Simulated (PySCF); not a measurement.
HOS, SMILES O[S], multiplicity 2. Atoms are numbered in the order given.

```xyz
3

O     -0.1187    -1.0212     0.0000
S      0.0114     0.5985     0.0000
H      0.7670    -1.4064     0.0000
```
Charge 0, spin multiplicity 2.

Geometry: PBE0-D3(BJ)/def2-TZVPD.

Two levels are set side by side: PBE/pcH-1 (PySCF) and B3LYP/pcH-1 (PySCF). Contact hyperfine couplings, same geometry. Differences are taken from unrounded values.

| quantity | B3LYP |
|---|---|
| A(iso) of 17O, atom O1 (MHz) | -23.2 |
| A(iso) of 33S, atom S2 (MHz) | 13.4 |
| A(iso) of 1H, atom H3 (MHz) | -17.3 |

### Question
What does PBE give, and how far is it from B3LYP? (An estimate is asked for; the answer gives what the named calculation found.)

### Answer

| quantity | PBE | PBE minus B3LYP |
|---|---|---|
| A(iso) of 17O, atom O1 (MHz) | -13.4 | 9.8 |
| A(iso) of 33S, atom S2 (MHz) | -3.6 | -17.0 |
| A(iso) of 1H, atom H3 (MHz) | -16.1 | 1.2 |

Rough cost on one machine, each run with all the roots and properties that it gave: B3LYP against PBE within a factor of 2.
